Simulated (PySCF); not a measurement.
From one molecule to another.

First species: C₇H₈N₂.
SMILES: `N#CC1=N[C@@H]1C1CCC1`

Second species: C7H15PSi.
InChI=1S/C7H15PSi/c1-7-5-8(7)6-9(2,3)4/h5H,6H2,1-4H3

Levels: PBE0/pcSseg-1 for dipole moment, HOMO energy, LUMO energy and HOMO–LUMO gap; GFN2-xTB for rotational constant A and rotational constant C. Geometries: GFN2-xTB. All species are isolated and taken at one optimised geometry, non-relativistic unless stated. Electronic properties by PySCF.

Dipoles, sizes and rotational constants follow the conformer. The torsions of the flexible species, by atom-mapped SMILES:
- `[N:1]#[C:2][C:3]1=[N:4][C@@H:5]1[CH:6]1[CH2:7][CH2:8][CH2:9]1`: N4–C5–C6–C7 -50°
- `[CH3:1][C:2]1=[CH:3][P:4]1[CH2:5][Si:6]([CH3:7])([CH3:8])[CH3:9]`: C3–P4–C5–Si6 89°, P4–C5–Si6–C7 54°

Values for the first species:

```
Dipole moment         : 3.15 D
HOMO energy           : -8.11 eV
LUMO energy           : -2.60 eV
HOMO–LUMO gap         : 5.51 eV
Rotational constant A : 2.794 GHz
Rotational constant C : 0.989 GHz
```

Problem. Estimate the same properties for the second species, and the change in each.

Solution. 
| property | first | second | second less first |
| --- | --- | --- | --- |
| dipole moment | 3.15 D | 1.73 D | -1.42 D |
| HOMO energy | -8.11 eV | -6.29 eV | +1.82 eV |
| LUMO energy | -2.60 eV | 0.10 eV | +2.70 eV |
| HOMO–LUMO gap | 5.51 eV | 6.39 eV | +0.88 eV |
| rotational constant A | 2.794 GHz | 2.138 GHz | -0.656 GHz |
| rotational constant C | 0.989 GHz | 0.574 GHz | -0.415 GHz |

On the first: The dipole equals about 10.5 × 10⁻³⁰ C·m (1 D = 3.33564 × 10⁻³⁰ C·m).

On the second: The dipole matches unit charges of opposite sign 0.36 Å apart (1 e·Å = 4.8032 D). A dipole of 1.73 D is allowed in C1, and pure rotational transitions are dipole-allowed.
